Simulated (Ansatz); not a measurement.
Basis sets compared for the cluster Li5Te3. Total charge 0; doublet. Geometry PBE-D4/def2-SVP. Ansatz on 4 threads of Arm Neoverse V1 on a shared host; times are rough, and most runs start from earlier orbitals.

```xyz
8

Li    1.802    0.579    0.488
Li    2.719   -3.199    0.579
Li   -0.530   -1.654   -0.909
Li   -1.851    2.698   -1.215
Li   -1.075    0.496    1.004
Te    0.886   -1.745    1.302
Te   -2.275    0.169   -1.404
Te    0.324    2.655    0.153
```

In the def2 sets Te takes a core potential, while STO-3G treats all electrons; there is no spin–orbit coupling. Another isomer (doublet) lies 0.86 eV lower at PBE0-D4/def2-TZVP; other spin states weren't run for this one.

STO-3G and 6-31G are all-electron sets without relativity, so their totals don't compare with the def2 sets.

Binding counts from free atoms (Li doublet, Te triplet) in the same basis, without a counterpoise term.

```tsv
level	functions	energy (Eh)	HOMO (eV)	LUMO (eV)	binding per atom (eV)	wall time
HF/STO-3G	106	-19678.6588	-4.45	1.56	–	4.2 s
PBE-D4/def2-SVP	123	-841.8308	-3.97	-3.35	2.28	4.5 s
PBE0-D4/def2-SVP	123	-841.9164	-4.93	-2.75	2.25	7 s
```

Problem. Estimate the rows for HF/def2-TZVP, PBE-D4/def2-TZVP (with forces), PBE0-D4/def2-TZVP.

Solution. 
```tsv
level	functions	energy (Eh)	HOMO (eV)	LUMO (eV)	binding per atom (eV)	wall time
HF/def2-TZVP	220	-838.6097	-6.12	-0.44	1.46	23 s
PBE-D4/def2-TZVP (with forces)	220	-841.8830	-4.05	-3.42	2.23	8 s
PBE0-D4/def2-TZVP	220	-841.9649	-5.01	-2.79	2.20	17 s
```
